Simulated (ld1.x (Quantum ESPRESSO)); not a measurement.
Varying the RRKJ potential for Co

Base potential:

Co, norm-conserving RRKJ (Kleinman–Bylander form), made with ld1.x (Quantum ESPRESSO) 7.5 (LDA (PZ), scalar-relativistic). Core [Ar], reference 3d7 4s2 4p0. Waves: 4p (bound, empty): rc 2.95 bohr; 3d (bound): rc 0.90 bohr; 4s (bound): rc 2.20 bohr. Local part: the s channel. Core correction: a·sin(br)/r model core inside 0.75 bohr.

All-electron outer shells of the reference configuration (LDA (PZ), scalar-relativistic, ld1.x):

```csv
shell,level (eV),outermost node (bohr),outermost maximum (bohr)
3s,-101.87,0.31,0.67
3p,-65.51,0.28,0.68
3d,-8.46,–,0.66
4s,-5.68,0.96,2.29
4p,-1.39,1.05,3.21
```

Cutoffs, loose and tight: the cutoffs (Ry, on a coarse ladder) from which the occupation-weighted sum of valence levels, in a spherical-Bessel basis at the reference potential, stays within 10 and 1 mRy of its value at 400 Ry. They do not see the model core or the augmentation charge, which bear on the density cutoff. Test errors are all-electron minus pseudo excitation energies from the reference, over the configurations 3d7 4s1 4p0; 3d7 4s0 4p0; 3d6 4s0 4p0; 3d8 4s1 4p0; 3d7 4s1.5 4p0; 3d7 4s0 4p1; 3d6 4s2 4p1 (two spin-polarised tests are not counted in the largest error). A dash means not determined; rows that change the core or the reference have their own tests.

| change | outcome | cutoff, loose | cutoff, tight | bound ghosts | largest test error (meV) |
| --- | --- | --- | --- | --- | --- |
| base | generated | 200 Ry | 230 Ry | none | -503 |
| wave 4s (bound): rc 2.20 bohr becomes 4s (bound): rc 1.52 bohr | generated | 200 Ry | 260 Ry | none | -527 |
| wave 4s (bound): rc 2.20 bohr becomes 4s (bound): rc 1.88 bohr | generated | 200 Ry | 230 Ry | none | -498 |
| wave 4s (bound): rc 2.20 bohr becomes 4s (bound): rc 2.30 bohr | generated | 200 Ry | 230 Ry | none | -498 |
| wave 4s (bound): rc 2.20 bohr becomes 4s (bound): rc 2.46 bohr | generated | 200 Ry | 230 Ry | none | -529 |
| wave 4s (bound): rc 2.20 bohr becomes 4s (bound): rc 2.94 bohr | generated | 200 Ry | 230 Ry | none | -779 |
| wave 4s (bound): rc 2.20 bohr becomes 4s (bound): rc 3.14 bohr | generated | 200 Ry | 230 Ry | none | -955 |

Reading the sweep of the s radius (base included, trends over the rows without a ghost): The loose cutoff stays near 200 Ry. The median size of the test errors (rows with all tests solved) rises from 25.7 meV at 1.52 to 105.9 meV at 3.14 bohr. More of the atom is replaced by a form fitted at one configuration, so other configurations suffer as the radius grows.
